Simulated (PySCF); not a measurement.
# Correlation energy of Cd²⁺ (cadmium, charge +2)

[Kr] 4d9 5s1, high-spin 3D determinant (an excited configuration). Computed with PySCF 2.14 in aug-cc-pVDZ-PP with ECP28MDF (5s5p4d2f, 54 functions), with a scalar-relativistic core potential. Frozen: 4s2 4p6; 10 electrons correlated.

```tsv
level	correlation energy (mhartree)
CCSD	-255.46
(T)	-3.38
CCSD(T)	-258.84
```

Diagnostics: T1 = 0.0060, D1 = 0.0231, largest double amplitude 0.017.

Task: Is a single reference adequate?

Result: Yes, within this model without spin-orbit coupling: T1 lies below 0.03 and no double amplitude reaches 0.07.
